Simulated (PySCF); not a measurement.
# A thermochemical cycle for AsF

PBE0 in PySCF with def2-TZVPPD on every atom, for the lowest determinant that a PBE0 search found; no spin–orbit coupling. AsF, a triplet (π ↑↑), has De = 4.22 eV to neutral atoms, and AsF⁺, a doublet (π ↑), has De = 4.68 eV to As⁺ + F.

At the same level the As atom ionises at 9.97 eV.

Task: What is the adiabatic ionisation energy of the molecule, and does ionisation strengthen or weaken the bond?

Result: IE = IE(As) + De(neutral) − De(ion) = 9.97 + 4.22 − 4.68 = 9.51 eV. De changes by +0.46 eV, so ionisation strengthens the bond.

Spin–orbit coupling is left out. For an ion De counts to the pair picked by the measured ionisation energies or electron affinities, which need not be the lowest pair at this level. States were picked by a PBE0 search and need not be the measured ground states.
